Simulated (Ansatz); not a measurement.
Molecule: Sn2H, charge -1, multiplicity 1. It need not be the lowest isomer of its formula. Whether it binds its extra electron was not tested at this geometry. 
Coordinates optimised at B3LYP-D3(BJ)/def2-TZVP (Ansatz, a first-principles code):
SMILES: [SnH]#[Sn-]
```xyz
3

Sn     0.0000     0.0000    -1.3050
Sn     0.0000     0.0000     1.2452
H      0.0000     0.0000     2.9930
```
Charge -1, spin multiplicity 1.

Basis-set convergence of Hartree-Fock and CCSD(T) correlation energies (hartree) with Ansatz. Correlated levels leave the core frozen unless marked. Spin-orbit coupling is left out. Frozen are the shells of the preceding noble gas and the d and f shells that filled before the atom's block. In def2 rows, elements after Kr have scalar-relativistic effective core potentials. This anion needs diffuse functions, which these sets lack.

The Hartree-Fock reference is unstable (checked in the largest basis), which strains HF and MP2. 

```json
[
 {"basis": "def2-SVP", "functions": "57", "E(HF)": "-427.26886", "E(corr, CCSD(T))": "-0.20105", "rough core time": "under 20 s"},
 {"basis": "def2-TZVPP", "functions": "114", "E(HF)": "-427.28726", "E(corr, CCSD(T))": "-0.23761", "rough core time": "under 20 s"},
 {"basis": "def2-QZVPP", "functions": "194", "E(HF)": "?", "E(corr, CCSD(T))": "?", "rough core time": "25 s"}
]
```

**Question.** What belongs in the gaps?

**Answer.** 
- def2-QZVPP, E(HF): -427.29082
- def2-QZVPP, E(corr, CCSD(T)): -0.25098
